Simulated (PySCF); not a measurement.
# Ga⁻: script and output

The script input.py:

```python
from pyscf import gto, scf, mp

mol = gto.M(
    atom='Ga 0 0 0',
    basis='def2-tzvp',
    charge=-1,
    spin=2,
    verbose=3,
)
mf = scf.UHF(mol)
mf.kernel()
mp.MP2(mf, frozen=9).kernel()
mf.dip_moment()
print('orbital energies (hartree):', [e[max(0, n-3):n+3].round(4) for e, n in zip(mf.mo_energy, mol.nelec)])
```

```bash
$ python input.py
```

Output (some set-up lines and the per-cycle HOMO/LUMO lines with their warnings removed):

```
converged SCF energy = -1923.20685048026  <S^2> = 2.0156087  2S+1 = 3.0103878
E(UMP2) = -1923.39581720748  E_corr = -0.188966727216279
E(SCS-UMP2) = -1923.38058834198  E_corr = -0.173737861711589

WARN: System has nonzero charge -1; the dipole moment is origin-dependent.
Location of origin: [0. 0. 0.]

Dipole moment(X, Y, Z, Debye):  0.00000,  0.00000, -0.00000
orbital energies (hartree): [array([-0.2441,  0.0035,  0.0035,  0.2275,  0.4607,  0.4607]), array([-0.9313, -0.9313, -0.1377,  0.2481,  0.2845,  0.2845])]
```

In short: E(SCF) = -1923.206850 Eh, E(MP2) − E(SCF) = -0.18897 Eh, ⟨S²⟩ = 2.016.

Wall time 0.86 s on one thread of a shared host.

The basis has no diffuse functions, which an anion needs. No search for the lowest solution was made.
